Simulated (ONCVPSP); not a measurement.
Transferability test, ONCV potential for Mo (Z = 42)

- Element: Mo
- Generator: ONCVPSP 4.0.1
- Type: optimised norm-conserving Vanderbilt (ONCV)
- Functional: PBE
- Relativity: non-relativistic
- Frozen core: [Ar] 3d10
- Valence charge: 14
- Reference configuration: 4s2 4p6 4d5 5s0.5 (charge +0.5)
- Partial waves: 4s+5s: rc 2.00 bohr, ncon 3, nbas 7, qcut 6.9 1/bohr, 2 projectors; 4p: rc 1.15 bohr, ncon 3, nbas 7, qcut 7.7 1/bohr, 2 projectors, debl 2.5 Ha; 4d: rc 1.75 bohr, ncon 4, nbas 8, qcut 5.5 1/bohr, 2 projectors, debl 0.7 Ha; f scattering state at 0.33 Ha: rc 1.80 bohr, ncon 4, nbas 9, qcut 6.4 1/bohr, 2 projectors, debl 2.1 Ha
- Local potential: polynomial inside 1.15 bohr (lpopt 5, dvloc0 0 Ha)
- Core correction: none

Energies are relative to the spin-unpolarised reference configuration 4s2 4p6 4d5 5s0.5; without spin polarisation the order of configurations can differ from experiment.

(1) Give the all-electron excitation energy and the error of the potential for: 4s2 4p6 4d5 5s1; 4s2 4p6 4d5 5s0; 4s2 4p6 4d4 5s0; 4s2 4p6 4d5.5 5s0.5.

Note: no bound ghost flagged; GHOST(+) flagged for s at 99.3 eV.

Answers

(1)

| valence configuration | charge | ΔE all-electron (eV) | error AE − PS (meV) |
| --- | --- | --- | --- |
| 4s2 4p6 4d5 5s1 | 0 | -2.561 | -0.1 |
| 4s2 4p6 4d5 5s0 | +1 | 3.956 | -0.1 |
| 4s2 4p6 4d4 5s0 | +2 | 19.639 | +0.8 |
| 4s2 4p6 4d5.5 5s0.5 | 0 | -2.525 | 0.0 |
